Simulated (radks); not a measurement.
Trend from La+ to Lu+: ionisation energy by Delta-SCF between NIST ground configurations, and size. All-electron calculation, scalar-relativistic Kohn-Sham, PBEsol, spin-polarised, spherical densities, finite nucleus; open shells are filled with parallel spins first (spin-orbit coupling, left out, can overturn this in heavy ions); Fermi nuclear charge, rms radius of each element as measured or else 0.836 A^(1/3) + 0.57 fm. Program: a radial shooting solver on a logarithmic mesh with Libxc functionals.

| species | configuration | configuration of the ion | IE (eV) | NIST (eV) | kind | -e(HOMO) (eV) | outermost | <r> outermost (bohr) |
|---|---|---|---|---|---|---|---|---|
| La+ | [Xe] 5d2 | [Xe] 5d1 | 11.209 | 11.185 | exp. | 7.621 (5d) | 5d | 2.86 |
| Ce+ | [Xe] 4f1 5d2 | [Xe] 4f2 | 9.743 | 10.96 | semi-emp. | 7.700 (5d) | 5d | 2.80 |
| Pr+ | [Xe] 4f3 6s1 | [Xe] 4f3 | 10.821 | 10.63 | semi-emp. | 7.739 (4f) | 6s | 4.01 |
| Nd+ | [Xe] 4f4 6s1 | [Xe] 4f4 | 10.993 | 10.78 | semi-emp. | 8.550 (4f) | 6s | 3.95 |
| Pm+ | [Xe] 4f5 6s1 | [Xe] 4f5 | 11.155 | 10.94 | semi-emp. | 8.727 (6s) | 6s | 3.89 |
| Sm+ | [Xe] 4f6 6s1 | [Xe] 4f6 | 11.311 | 11.08 | semi-emp. | 8.843 (6s) | 6s | 3.84 |
| Eu+ | [Xe] 4f7 6s1 | [Xe] 4f7 | 11.464 | 11.24 | semi-emp. | 8.957 (6s) | 6s | 3.79 |
| Gd+ | [Xe] 4f7 5d1 6s1 | [Xe] 4f7 5d1 | 12.546 | 12.08 | semi-emp. | 9.074 (5d) | 6s | 3.57 |
| Tb+ | [Xe] 4f9 6s1 | [Xe] 4f9 | 11.727 | 11.51 | semi-emp. | 7.186 (4f) | 6s | 3.70 |
| Dy+ | [Xe] 4f10 6s1 | [Xe] 4f10 | 11.854 | 11.65 | semi-emp. | 7.836 (4f) | 6s | 3.66 |
| Ho+ | [Xe] 4f11 6s1 | [Xe] 4f11 | 11.980 | 11.78 | semi-emp. | 8.405 (4f) | 6s | 3.62 |
| Er+ | [Xe] 4f12 6s1 | [Xe] 4f12 | 12.107 | 11.92 | semi-emp. | 8.907 (4f) | 6s | 3.58 |
| Tm+ | [Xe] 4f13 6s1 | [Xe] 4f13 | 12.236 | 12.07 | semi-emp. | 9.351 (4f) | 6s | 3.54 |
| Yb+ | [Xe] 4f14 6s1 | [Xe] 4f14 | 12.368 | 12.179 | exp. | 9.667 (6s) | 6s | 3.51 |
| Lu+ | [Xe] 4f14 6s2 | [Xe] 4f14 6s1 | 14.006 | 14.13 | semi-emp. | 11.086 (6s) | 6s | 3.25 |

Reference values: NIST Atomic Spectra Database (exp. = measured, semi-emp. = semi-empirical, theory = theoretical value adopted there). Open shells are spherical and high-spin; term and fine-structure splittings are not resolved. Spin-orbit splitting is averaged out at the scalar-relativistic level.
